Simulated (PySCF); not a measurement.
SMILES Fc1ccc(cc1)[Si](F)(F)F (GFN2-xTB optimised geometry):

```
15

F     -1.606    -3.183     0.000
C     -0.953    -2.008     0.000
C     -1.683    -0.832     0.002
C     -1.003     0.371     0.002
C      0.393     0.412     0.000
Si     1.298     2.042    -0.010
F      2.760     1.953     0.598
F      1.512     2.682    -1.448
F      0.562     3.183     0.811
C      1.095    -0.796     0.000
C      0.431    -2.008     0.000
H     -2.760    -0.870     0.004
H     -1.564     1.293     0.007
H      2.174    -0.785     0.003
H      0.968    -2.943     0.001
```

Method: PySCF with PBE/def2-TZVP.

What are the frontier orbital energies and the dipole moment?

HOMO-2 -8.74 eV, HOMO-1 -7.24 eV, HOMO -6.89 eV, LUMO -2.14 eV, LUMO+1 -2.00 eV; dipole moment 2.24 D.

On the same geometry PBE0/def2-TZVP (PySCF) gives HOMO-2 -10.29 eV, HOMO-1 -8.29 eV, HOMO -7.99 eV, LUMO -1.31 eV, LUMO+1 -1.12 eV; dipole moment 2.23 D.

Meta-Löwdin charges at PBE/def2-TZVP: F1 -0.24, C2 0.30, C3 -0.16, C4 -0.09, C5 -0.29, Si6 1.57, F7 -0.47, F8 -0.47, F9 -0.47, C10 -0.09, C11 -0.16, H12 0.14, H13 0.13, H14 0.13, H15 0.14.
